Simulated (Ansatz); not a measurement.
One reagent, a row of partners

Four-centre ligand exchange: BH₂O₂F ([OH][B]([OH])[F]) meets different reagents, and the same bond of it breaks. Each row is one chosen step, not always the lowest open to these reactants.

Gas-phase electronic energies, without zero-point energy, by CCSD(T) at an estimated basis limit (MP2 extrapolated from triple and quadruple zeta, plus CCSD(T) − MP2 in triple zeta); Ansatz 0.2.0, def2-TZVPP and QZVPP, frozen cores, on PBE0-D4/def2-TZVP structures. Extrapolation: Hartree–Fock as exp(−7.88 √X), correlation as X^−2.97. All energies, in eV, count from the separated reactants, without counterpoise correction; the start and end structures are the complexes reached by relaxing down from the saddle, and deeper ones may exist. Brackets give SMILES, or, where every atom is bracketed, only which atoms are joined. Steps whose reference was doubtful or whose search ended elsewhere are left out.

| reactants | products | broken | formed | start structure | saddle | end structure |
| --- | --- | --- | --- | --- | --- | --- |
| BH₂O₂F ([OH][B]([OH])[F]) + NH₃ | BNH₄O₂ ([NH2][B]([OH])[OH]) + HF | B–F, H–N | B–N, F–H | -0.306 | 1.102 | 0.185 |
| BH₂O₂F ([OH][B]([OH])[F]) + HCl | BH₂ClO₂ ([OH][B]([OH])[Cl]) + HF | B–F, Cl–H | B–Cl, F–H | -0.093 | 1.527 | 0.417 |
| BH₂O₂F ([OH][B]([OH])[F]) + H₂S | BH₃SO₂ ([OH][B]([OH])[SH]) + HF | B–F, H–S | B–S, F–H | -0.102 | 1.802 | 0.573 |
| BH₂O₂F ([OH][B]([OH])[F]) + H₂ | BH₃O₂ ([OH][BH][OH]) + HF | B–F, H–H | B–H, F–H | -0.029 | ? | 1.155 |

Task: What is the height of the saddle for BH₂O₂F ([OH][B]([OH])[F]) + H₂? (Judge from chemistry; the value comes from the calculation.)

Result: By the calculation: 2.556 eV relative to the separated reactants, the highest of the series; above its start structure the barrier is 2.556 − (-0.029) ≈ 2.585 eV.

The T1 diagnostic stays at or below 0.014.

For scale, one of the runs: CCSD(T)/def2-TZVPP, 225 basis functions, launched by `ansatz run in.yaml --threads 4 --pin off --events-out ev --progress --plain --max-ram 9574MiB`. Time: 2.3 min of wall clock on 4 CPU threads of an Arm Neoverse V1; the host was shared. Peak host memory: 4.1 GiB.
